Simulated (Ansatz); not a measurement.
Species: [Zn(OH)2] (charge 0, multiplicity 1).

Give a relaxed geometry from r2SCAN-D4/def2-SVP (Ansatz, an electronic-structure program).

Several could match; the one computed here: the end point of this relaxation, one of several conformers.
Cartesian coordinates (Å) in one orientation:
```xyz
5

Zn    -0.005    -0.065    -0.086
O      1.751    -0.162     0.012
H      2.197    -0.033    -0.835
O     -1.752     0.146    -0.033
H     -2.247    -0.680    -0.112
```
